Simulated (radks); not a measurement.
Results of a calculation; reference values are marked as such.
Isoelectronic series with 63 electrons, each ion in its NIST ground configuration. Level of theory: Dirac Kohn-Sham, PBE, spin-unpolarised, spherical densities, finite nucleus; open shells fill j = l - 1/2 first; Fermi nuclear charge, rms radius of each element as measured or else 0.836 A^(1/3) + 0.57 fm (a radial shooting solver on a logarithmic mesh with Libxc functionals). Total energies (hartree) and orbital eigenvalues (Ry) (* marks an orbital that is empty in some or all of the ions):

ion,configuration,E (hartree),4f7/2,4f5/2,5p3/2*,5p1/2
Eu,[Xe] 4f7 6s2,-10851.4567,-0.16640,-0.21137,-1.66110,-1.93923
Gd+,[Xe] 4f7 5d1 6s1,-11279.0737,-1.05910,-1.11441,-2.36589,-2.68516
Tb2+,[Xe] 4f9,-11717.3542,-1.19980,-1.25750,-2.74519,-3.06897
Dy3+,[Xe] 4f9,-12165.6190,-2.50507,-2.57448,-3.82610,-4.20503
Ho4+,[Xe] 4f9,-12624.0782,-4.03718,-4.11922,-5.04113,-5.48457
Er5+,[Kr] 4d10 4f10 5s2 5p5,-13092.3085,-5.32271,-5.41406,-6.23272,-6.73043
Tm6+,[Kr] 4d10 4f11 5s2 5p4,-13571.0904,-6.68875,-6.79004,-7.49299,-8.04974
Yb7+,[Kr] 4d10 4f12 5s2 5p3,-14060.4543,-8.13277,-8.24472,-8.81942,-9.44026

Estimate the row of Lu8+ ([Kr] 4d10 4f13 5s2 5p2).

Answer. E (hartree) -14560.5873; 4f7/2 -9.65280; 4f5/2 -9.77615; 5p3/2* -10.20996; 5p1/2 -10.90024.
